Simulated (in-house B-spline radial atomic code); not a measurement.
A fraction x of an electron is removed from 4p in Kr, starting from [Ar] 3d10 4s2 4p6 and keeping the highest spin. Computed with an all-electron radial atomic-structure program (B-spline basis): non-relativistic TPSS, spin-polarised, spherical fractional occupations, point nucleus.

| x | E(x) - E(0) (eV) | 4p down level (eV) |
| --- | --- | --- |
| 0 | 0.0000 | -9.415 |
| 0.1 | 0.9878 | -10.344 |
| 0.14 | 1.4091 | -10.718 |
| 0.3 | 3.2450 | -12.236 |
| 0.48 | 5.6038 | -13.978 |
| 0.5 | 5.8853 | -14.174 |
| 0.59 | 7.2007 | -15.059 |
| 0.74 | 9.5713 | -16.552 |
| 0.78 | 10.2414 | -16.954 |
| 0.9 | 12.3486 | -18.168 |
| 1 | 14.2164 | -19.190 |

The exact functional would give a straight line between the two integer points. Deviations E(x) - E(0) - x[E(1) - E(0)], in eV: -0.434 at x = 0.1, -0.581 at x = 0.14, -1.02 at x = 0.3, -1.22 at x = 0.48, -1.223 at x = 0.5, -1.187 at x = 0.59, -0.949 at x = 0.74, -0.847 at x = 0.78, -0.446 at x = 0.9.

The curve lies below the straight line by up to 1.223 eV (at x = 0.5): convex, the delocalisation error that favours fractional charges.

How well does Slater's transition state (minus the level at half occupation) give the ionisation energy?

It gives 14.174 eV against 14.216 eV from the two total energies; NIST lists 14.00 eV, ground level to ground level.
